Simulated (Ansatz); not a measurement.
Stretching the Be1–Br3 bond in BeBrCl (SMILES [Cl][Be][Br]) (multiplicity 1 held, fragments rigid). Energies count from the point at 1.957 Å.
Geometry at that point (charge 0, multiplicity 1):
```json
[
 {"atom": "Be", "x (Å)": "0.0000", "y (Å)": "0.0000", "z (Å)": "-0.6760"},
 {"atom": "Cl", "x (Å)": "0.0000", "y (Å)": "0.0000", "z (Å)": "-2.4787"},
 {"atom": "Br", "x (Å)": "0.0000", "y (Å)": "0.0000", "z (Å)": "1.2812"}
]
```

R- and RO- levels are restricted; in cc, def2 and unpolarised 6-31G sets they are followed outwards from rest. Unrestricted levels (U-) break spin symmetry where that is lower. Active spaces are followed from a long bond inwards. Curves can end on different states.

Correlated levels freeze the cores. Filled d and f shells under p-block atoms count as core.

Programs: Ansatz (a quantum-chemistry and plane-wave program) with Gaussian orbitals. 

Energies in kcal/mol.

```tsv
R (Å)	R-HF/def2-TZVPPD	R-r2SCAN/def2-TZVPPD	U-r2SCAN/def2-TZVPPD	FIC-MRCISD+Q on CASSCF(6,4)/def2-TZVPPD
1.566	55.3	51.1	51.1	54.9
1.761	10.7	9.2	9.2	10.7
1.957	0.0	0.0	0.0	0.0
2.153	5.2	5.6	5.6	4.7
2.349	17.2	17.5	17.5	16.0
2.642	39.4	38.6	38.6	36.8
2.936	61.2	58.7	58.7	56.9
3.425	92.0	85.6	84.9	83.9
3.914	115.2	104.1	98.5	100.0
4.502	134.9	117.7	106.2	107.4
5.284	152.0	126.7	110.2	109.4
6.263	164.6	131.2	111.7	109.8
```

Doubts at one or more of the structures used: a restricted determinant that unrestricted orbitals would lower (R-HF/def2-TZVPPD, R-r2SCAN/def2-TZVPPD); a spin-contaminated determinant (U-r2SCAN/def2-TZVPPD); active orbitals that take no part (FIC-MRCISD+Q on CASSCF(6,4)/def2-TZVPPD).
